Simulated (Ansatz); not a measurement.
CH4BFO2 (`OBOCF`). Total charge 0; spin multiplicity 1.

Cartesian coordinates in Å:
```
O -0.354 -1.658 -1.539
B -0.545 -0.644 -0.671
O 0.502 -0.221 0.106
C 0.364 0.875 0.932
F 0.760 2.003 0.264
H 0.553 -1.981 -1.542
H -1.627 -0.143 -0.581
H 1.025 0.748 1.792
H -0.677 1.021 1.238
```

(1) What are the harmonic wavenumbers in cm⁻¹ at PBE0-D4/def2-TZVP (Ansatz, finite differences of forces, unscaled)? (An estimate is asked.)

(2) Is this a minimum?

(3) Give the ideal-gas thermochemistry at 298.15 K and 1 bar (rigid rotor, harmonic oscillator; point group C1, symmetry number 1).

(4) And at 400, 500, 600, 800 and 1000 K?

Results:

(1) Ansatz gave: 83, 135, 286, 441, 586, 632, 920, 956, 1066, 1082, 1169, 1175, 1255, 1317, 1422, 1476, 1529, 2643, 3054, 3125, 3856.

(2) Yes, all 21 modes are real.

(3) Zero-point energy 168.7 kJ/mol; H(298) − E = 185.7 kJ/mol; entropy 313.5 J/(mol·K), of which translation 163.2, rotation 106.6, vibration 43.7; G(298) − E = 92.2 kJ/mol. Modes under 100 cm⁻¹ are hindered rotations or soft bends, so the harmonic entropy is rough.

(4) 
| T (K) | H − E (kJ/mol) | S (J/mol/K) | G − E (kJ/mol) |
| --- | --- | --- | --- |
| 400 | 194.9 | 340.0 | 58.9 |
| 500 | 205.6 | 363.9 | 23.7 |
| 600 | 217.8 | 386.1 | -13.8 |
| 800 | 245.5 | 425.7 | -95.1 |
| 1000 | 276.3 | 460.1 | -183.8 |
